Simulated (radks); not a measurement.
All-electron atom: the germanium ion Ge2+ in [Ar] 3d10 4s1 5s1 (not the ground configuration).

Method: Dirac Kohn-Sham, BLYP, spin-unpolarised, spherical densities, finite nucleus; Fermi nuclear charge, rms radius 4.0742 fm; computed with a radial shooting solver on a logarithmic mesh with Libxc functionals.

Energy parts (hartree):
part                       energy
total                 -2097.72862
kinetic                2142.30163
electron-nucleus      -5033.44821
Hartree                 872.70472
exchange-correlation    -79.28676

Orbitals (lengths in bohr, moments of r in powers of bohr; r(90%) holds 90 % of the orbital's charge):
| orbital | occ. | eigenvalue (hartree) | r(90%) | <1/r> | <r^2> |
|---|---|---|---|---|---|
| 1s1/2 | 2 | -403.7991 | 0.0840 | 32.38 | 0.002973 |
| 2s1/2 | 2 | -51.38561 | 0.325 | 7.149 | 0.05198 |
| 2p1/2 | 2 | -45.82777 | 0.297 | 7.113 | 0.04033 |
| 2p3/2 | 4 | -44.65519 | 0.302 | 6.918 | 0.04182 |
| 3s1/2 | 2 | -7.16298 | 0.934 | 2.293 | 0.4494 |
| 3p1/2 | 2 | -5.33046 | 0.984 | 2.166 | 0.4814 |
| 3p3/2 | 4 | -5.17282 | 1.000 | 2.120 | 0.4975 |
| 3d3/2 | 4 | -2.06376 | 1.22 | 1.800 | 0.6659 |
| 3d5/2 | 6 | -2.04200 | 1.23 | 1.788 | 0.6750 |
| 4s1/2 | 1 | -1.24919 | 2.75 | 0.7034 | 3.983 |
| 5s1/2 | 1 | -0.44636 | 6.16 | 0.3026 | 21.10 |

The highest occupied level is 5s1/2 at -12.146 eV. The density falls to 0.001 e/bohr^3 at r = 4.77 bohr. Summed over all electrons, <r^2> = 36.01 bohr^2, which gives a Langevin (diamagnetic) susceptibility term of -28.5 x 10^-6 cm^3/mol.
